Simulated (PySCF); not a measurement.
# Working out the ionisation energy of Ta²⁺

Ta²⁺ [Xe] 4f14 5d3 (4F) → Ta³⁺ [Xe] 4f14 5d2 (3F). Computed with PySCF 2.14 in def2-TZVP with the def2 core potential (60 electrons) (6s4p3d1f, 40 functions), with a scalar-relativistic core potential. Frozen: 5s2 5p6. Energies in hartree (1 hartree = 27.21139 eV):

```csv
part,Ta²⁺ (lower),Ta³⁺ (upper)
UHF,-55.560799,-54.713037
MP2 opposite-spin,0.000000,0.000000
MP2 same-spin,-0.009699,-0.002068
```

Problem. What does Hartree-Fock give?

Solution. (-54.713037) − (-55.560799) = 0.847762 hartree = 23.069 eV.

Problem. What do MP2 and SCS-MP2 (6/5 opposite-spin, 1/3 same-spin) give?

Solution. The opposite-spin parts differ by 0.000 eV and the same-spin parts by 0.208 eV. MP2: 23.069 + (0.000) + (0.208) = 23.277 eV. SCS-MP2: 23.069 + 1.2 × (0.000) + (0.208)/3 = 23.138 eV.

Reference: 23.1 ± 1.6 eV (theoretical estimate listed by NIST; NIST Atomic Spectra Database, ionization energies), between the lowest levels; spin-orbit coupling is absent from the calculation.

What remains against the reference includes basis incompleteness, the frozen core and correlation beyond second order.
